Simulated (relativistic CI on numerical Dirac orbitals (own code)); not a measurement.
How well does a small relativistic CI reproduce Au⁺?

Computed by Dirac-Coulomb-Breit CI, separate exchange-only KLI orbitals for each configuration, QED by a radiative potential, valence Slater integrals scaled by 0.85, P86 correlation energy added to each configuration (own radial code, finite nucleus).

CI space (outside the closed core [Xe] 4f14): 5d10, 5d9 6s, 5d9 6p, 5d9 7s, 5d9 6d, 5d9 7p, 5d9 5f, 5d9 7d, 5d9 6f, 5d9 5g, 5d9 7f, 5d9 6g. Double excitations out of closed p, d and f shells are left out; levels of such configurations are missing from the list, as are those of other unlisted configurations, and high levels can miss mixing partners.

```
Configuration  Term (tabulated)  J  Measured (cm⁻¹)  Computed  Error  Purity (%)
         5d10                1S  0              0.0         0      0         100
       5d9 6s         (5/2,1/2)  3          15039.6     16885   1845         100
       5d9 6s         (5/2,1/2)  2          17640.6     20285   2645          69
       5d9 6s         (3/2,1/2)  1          27765.8     28867   1102         100
       5d9 6s         (3/2,1/2)  2          29621.2     32709   3088          69
       5d9 6p        (5/2,1/2)°  2          63053.3     64493   1440          80
       5d9 6p        (5/2,1/2)°  3          65003.6     66603   1599          53
       5d9 6p      (5/2,3/2)° †  4          72495.1     72052   -443         100
       5d9 6p      (5/2,3/2)° †  2          73178.3     74005    827          34
       5d9 6p      (5/2,3/2)° †  1          73403.8     73553    149          72
       5d9 6p        (5/2,3/2)°  3          74791.5     75750    958          77
       5d9 6p        (3/2,1/2)°  2          76659.7     78056   1396          63
       5d9 6p        (3/2,1/2)°  1          81659.8     83423   1763          76
       5d9 6p        (3/2,3/2)°  0          82613.8     81889   -725         100
       5d9 6p      (3/2,3/2)° †  3          85700.2     85367   -333          46
       5d9 6p      (3/2,3/2)° †  1          85707.6     86063    356          68
       5d9 6p        (3/2,3/2)°  2          86565.7     87401    835          59
       5d9 7s         (5/2,1/2)  3         108173.0    104075  -4098         100
       5d9 7s         (5/2,1/2)  2         108631.4    104612  -4020          56
       5d9 7s         (3/2,1/2)  1         120822.9    116189  -4634          99
       5d9 7s         (3/2,1/2)  2         121118.8    116530  -4589          56
```

Measured levels from NIST Handbook of Basic Atomic Spectroscopic Data (Sansonetti and Martin, J. Phys. Chem. Ref. Data 34, 1559 (2005)); pairs were made by configuration, J and term (by order where the table uses no LS term), so strongly mixed levels may be paired wrongly.

Mean error by configuration (cm⁻¹): 5d9 6s 2170; 5d9 6p 1038; 5d9 7s -4335. Over the excited levels the mean absolute error is 2316 cm⁻¹ (20 of the 31 excited levels that our extract of the source holds in range could be paired, and the others can miss by more), and the median relative error of those above 1,000 cm⁻¹ is 3.7 %. † marks terms whose computed intervals miss the measured ones by more than a factor of 2.5, or configurations far off the rest, from wrong mixing, a near crossing or a doubtful label or measurement; they are left out of the means.
